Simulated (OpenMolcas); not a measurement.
**Cr3+: CASPT2 settings compared**

```
Program             : OpenMolcas
Basis               : ANO-L-VQZP [7s6p4d3f2g]
Scalar Hamiltonian  : non-relativistic, point nucleus
Active space        : 3 electrons in 5 orbitals (3d)
State averaging     : 2S+1 = 4 even, 10 roots; 2S+1 = 2 even, 28 roots kept (CI in the orbitals of an earlier block)
Spin-orbit coupling : RASSI with atomic mean-field integrals over the reference wave functions, term energies averaged over their components
```

Methods on the same reference wave functions:
A. CASSCF
B. SS-CASPT2, IPEA 0.15 Eh, sigma1 regulariser 0.1 Eh (closed shells correlated: none)
C. SS-CASPT2, IPEA 0.3 Eh, sigma1 regulariser 0.1 Eh (closed shells correlated: 3s 3p)
D. SS-CASPT2, IPEA 0.5 Eh, real shift 0.15 Eh (closed shells correlated: 2s 2p 3s 3p)

Energies in cm⁻¹ above 3d³ ⁴F_3/2, the measured ground level; measured values from Sugar and Corliss, J. Phys. Chem. Ref. Data 6, 317 (1977).

| Level | A | B | C | D | Measured |
| --- | --- | --- | --- | --- | --- |
| 3d³ ⁴F_3/2 | 0.0 | 0.0 | 0.0 | 0.0 | 0.0 |
| 3d³ ⁴F_5/2 | 251 | 253 | 253 | 253 | 236 |
| 3d³ ⁴F_7/2 | 595 | 597 | 598 | 598 | 556 |
| 3d³ ⁴F_9/2 | 1025 | 1026 | 1026 | 1026 | 946 |
| 3d³ ⁴P_1/2 | 17878 | 16140 | 14710 | 14830 | 14059 |
| 3d³ ⁴P_3/2 | 17991 | 16250 | 14820 | 14940 | 14177 |
| 3d³ ²G_7/2 | 18192 | 16770 | 15380 | 15650 | 15052 |
| 3d³ ⁴P_5/2 | 18284 | 16550 | 15110 | 15230 | 14471 |
| 3d³ ²G_9/2 | 18554 | 17130 | 15750 | 16010 | 15402 |
| 3d³ ²P_1/2 | 24083 | 22350 | 21220 | 21390 | 19519 |
| 3d³ ²H_9/2 | 24121 | 22560 | 21390 | 21560 | 21066 |
| 3d³ ²H_11/2 | 24402 | 22840 | 21670 | 21840 | 21321 |
| 3d³ ²D_5/2 | 26529 | 23090 | 21400 | 21660 | 20664 |

Deviations, from unrounded energies. A percentage is the sum of absolute deviations over the sum of measured energies, with the sign that they share, or ± where signs differ.

| Against measurement | Levels | A | B | C | D |
| --- | --- | --- | --- | --- | --- |
| mean absolute deviation (cm-1) | 12 | 2900 | 1500 | 490 | 630 |
| fine structure of the ground term (%) | 3 | +7.7 | +8.0 | +8.1 | +8.1 |
| other terms of the ground configuration (%) | 9 | +22.0 | +11.5 | +3.7 | +4.8 |

C lies closest to measurement on these levels and A furthest from it. The largest miss of C in the table is 3d³ ²P_1/2, by +1700 cm-1. The ranking rests on the paired levels alone, and a cruder setting can come out closer through cancelling errors.

Among B to D the level of the table that moves most is 3d³ ²D_5/2, by 1700 cm-1 (lowest in C, highest in B). Moves below CASPT2's spread within the term are not significant.

The two smallest mean deviations differ by little beside CASPT2's spread within terms, so their order carries little weight.

From A to B the spin-free energies of the other terms of 3d³ shown, above ⁴F, scale by factors of 0.87 to 0.93, as is usual when dynamic correlation screens the repulsion within a d or f shell.

The lowest spin-free term lies below A's lowest term by 0.021 hartree in B, 0.334 hartree in C, 0.375 hartree in D.

CASPT2 breaks the degeneracy within a term, and the mean is taken; among the terms shown or strongly mixed into the levels shown the widest spread is 760 cm-1 (3d³ ⁴F, C). Terms from blocks run as CI alone lack orbitals of their own. The CASPT2 spread within a term exceeds the gap to the next term for 3d³ ²P and 3d³ ²H, 3d³ ²H and 3d³ ²D, so the order of their levels is uncertain (figures for B; the like holds for C, D). Without dynamic correlation excited terms often stand tens of per cent too high (terms of higher spin than the ground term too low), and those without a measured partner can miss by more than the paired ones (holds for A). Measured partners are found by configuration, term and J. A level has none where our copy of the source lacks it or the pairing is in doubt (some pairs that miss far off the trend of their configuration count as doubtful), and it then counts in no deviation. Only configurations of the active space appear. Levels that lie high or do not pair safely by name in every column are left out.
